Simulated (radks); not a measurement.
Spherical quantum dot in the effective-mass picture: electrons in a well V = -V0 / (1 + exp((r - R)/a)) with V0 = 10, R = 4, a = 0.22, with a point charge +2 (a donor) at the centre, all in effective atomic units (hartree* = m*/eps^2 hartree, bohr* = eps/m* bohr), one dielectric constant everywhere. Calculated with a radial shooting solver with Libxc functionals: non-relativistic Kohn-Sham, LDA (Slater exchange, Perdew-Wang correlation), spin-polarised, spherical densities. Levels are named by radial order and angular momentum (1s, 1p, 1d, 2s, ...), and open shells are averaged over m. Results are scaled to m* = 0.05 and eps = 14.4, for which hartree* = 6.561 meV and bohr* = 15.24 nm.

N = 16, configuration 1s2 1p6 1d(up 5, down 1) 2s2. This is the lowest configuration that the search found. Occupied and some empty levels:

| level | occupation | eigenvalue (meV) | <r> (nm) |
|---|---|---|---|
| 1s up | 1 | -34.719 | 27.25 |
| 1s down | 1 | -34.508 | 25.67 |
| 1p up | 3 | -32.563 | 40.36 |
| 1p down | 3 | -32.187 | 40.26 |
| 2s up | 1 | -31.560 | 27.89 |
| 2s down | 1 | -31.350 | 29.28 |
| 1d up | 5 | -30.455 | 42.62 |
| 1d down | 1 | -30.066 | 42.61 |
| 1f up | 0 | -27.725 | 44.29 |
| 1f down | 0 | -27.334 | 44.32 |
| 1g up | 0 | -24.418 | 45.69 |
| 2p up | 0 | -24.145 | 31.88 |
| 1g down | 0 | -24.032 | 45.74 |
| 2p down | 0 | -23.929 | 31.80 |

Energy (meV): total -797.144, kinetic 85.024, external -1142.3, Hartree 301.02, exchange-correlation -40.922.
